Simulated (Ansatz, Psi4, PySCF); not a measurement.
CH₄, charge -1, doublet, at the geometry of the source list (a state made from the parent by changing its charge; the spin is typed, not shown lowest) (in this run its highest filled SCF level lies above zero, so its values depend strongly on the basis, on diffuse functions most of all). Base run: PySCF with BLYP/cc-pVDZ.

PySCF was given this input:
```python
from pyscf import gto, scf, dft

mol = gto.M(
    atom='''
C    -0.000000   -0.000000    0.000000
H    -0.706400   -0.282000   -0.768700
H     0.115100    1.075200    0.007000
H    -0.364700   -0.329700    0.963100
H     0.956000   -0.463500   -0.201400
''',
    basis='cc-pvdz',
    charge=-1,
    spin=1,
    verbose=4,
)

mf = dft.UKS(mol)
mf.xc = 'blyp'
mf.kernel()
```

The same geometry, method and basis name were run in Ansatz (a first-principles code) and Psi4 and PySCF, at each program's defaults and at the settings that a row names. The base is PySCF at its defaults. Differences at the defaults can come from grids, fitting, cores and function types together.

| code and settings | ΔE vs base (mEh) | basis functions | E (Eh) | SCF cycles |
|---|---|---|---|---|
| PySCF, defaults (exact integrals, its default grid, spherical functions) | 0.000 | 34 | -40.32199 | 8 |
| Psi4, defaults (density fitting with its default set, its default grid, spherical functions) | -0.631 | 34 | -40.32262 | 7 |
| Ansatz, defaults (factorised integrals, its default grid, spherical functions) | -0.005 | 34 | -40.32199 | - |
| PySCF, density fitting with def2-universal-jkfit | -0.037 | 34 | -40.32203 | 8 |
| PySCF, fine grid | -0.001 | 34 | -40.32199 | 8 |
| Psi4, exact integrals, spherical functions, fine grid | -0.001 | 34 | -40.32199 | 10 |
| Ansatz, high accuracy | -0.001 | 34 | -40.32199 | - |

Open shells are given as the SCF converged; they aren't shown to be the lowest states, and a large step between rows can be another state.
